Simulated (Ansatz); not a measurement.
cis-NiH2(NH3)2 (NiN₂H₈), relaxed as a triplet with UKS PBE0-D4/def2-SVP in Ansatz, starting from the PBE0-D4/def2-SVP geometry of the neutral singlet. Force threshold 0.02 eV/Å.

The name describes the singlet; other states may take another shape. At PBE0-D4/def2-SVP a singlet of charge 0 lies 0.30 eV below the triplet, each at its own geometry.

Start:

```xyz
11

Ni    0.025    0.289   -0.783
H    -0.907    0.800   -1.798
H     1.022    0.541   -1.833
N     1.484   -0.355    0.396
H     1.953   -1.109   -0.108
H     1.323   -0.683    1.350
H     2.167    0.403    0.446
N    -1.511    0.043    0.448
H    -2.179   -0.554   -0.041
H    -1.967    0.953    0.527
H    -1.409   -0.328    1.395
```

```json
{"step": "1", "energy (eV)": "-44134.0629", "largest force component (eV/Å)": "1.983", "SCF passes": "190"}
{"step": "2", "energy (eV)": "-44134.6295", "largest force component (eV/Å)": "0.915", "SCF passes": "148"}
{"step": "3", "energy (eV)": "-44134.8468", "largest force component (eV/Å)": "0.383", "SCF passes": "149"}
{"step": "4", "energy (eV)": "-44134.8613", "largest force component (eV/Å)": "0.144", "SCF passes": "142"}
{"step": "5 (rejected)", "energy (eV)": "-44134.8611", "largest force component (eV/Å)": "0.092", "SCF passes": "150"}
{"step": "6", "energy (eV)": "-44134.8656", "largest force component (eV/Å)": "0.033", "SCF passes": "150"}
{"step": "7", "energy (eV)": "-44134.8659", "largest force component (eV/Å)": "0.013", "SCF passes": "136"}
{"step": "8", "energy (eV)": "-44134.8659", "largest force component (eV/Å)": "0.007", "SCF passes": "139"}
{"step": "9", "energy (eV)": "-44134.8659", "largest force component (eV/Å)": "0.004", "SCF passes": "133"}
{"step": "10", "energy (eV)": "-44134.8662", "largest force component (eV/Å)": "0.059", "SCF passes": "152"}
{"step": "11", "energy (eV)": "-44134.8679", "largest force component (eV/Å)": "0.154", "SCF passes": "160"}
{"step": "13", "energy (eV)": "-44134.9040", "largest force component (eV/Å)": "0.493", "SCF passes": "246"}
{"step": "15", "energy (eV)": "-44135.1052", "largest force component (eV/Å)": "0.374", "SCF passes": "84"}
{"step": "17", "energy (eV)": "-44135.2474", "largest force component (eV/Å)": "0.224", "SCF passes": "82"}
{"step": "19", "energy (eV)": "-44135.3383", "largest force component (eV/Å)": "0.125", "SCF passes": "69"}
{"step": "21", "energy (eV)": "-44135.3602", "largest force component (eV/Å)": "0.197", "SCF passes": "64"}
{"step": "23", "energy (eV)": "-44135.3655", "largest force component (eV/Å)": "0.120", "SCF passes": "64"}
{"step": "25", "energy (eV)": "-44135.3700", "largest force component (eV/Å)": "0.178", "SCF passes": "82"}
{"step": "27", "energy (eV)": "-44135.4031", "largest force component (eV/Å)": "0.763", "SCF passes": "81"}
{"step": "29", "energy (eV)": "-44135.5223", "largest force component (eV/Å)": "0.172", "SCF passes": "135"}
{"step": "31", "energy (eV)": "-44135.5380", "largest force component (eV/Å)": "0.009", "SCF passes": "64"}
```

Force components are those of the run's own axes.

End:

```xyz
11

Ni    0.043    0.336   -0.982
H    -0.165    1.928   -0.749
H     0.273   -1.082   -1.734
N     1.590    0.089    0.420
H     1.726   -0.879    0.710
H     1.503    0.672    1.252
H     2.452    0.374   -0.045
N    -1.615   -0.281    0.157
H    -2.414   -0.287   -0.477
H    -1.850    0.356    0.917
H    -1.540   -1.226    0.531
```

By distances, no bond broke or formed. The bond that changes most is Ni1–H2, from 1.47 to 1.62 Å (atoms count from 1). A close non-bonded pair moves further: H2–H3, from 1.95 to 3.20 Å.

The force fell under the threshold at step 7, but the optimiser went on and released 0.672 eV more. No frequencies were taken in this run, so the end may be a saddle point.

Hardware: 4 threads of Arm Neoverse V2 on a shared host. Wall time 2.7 min.
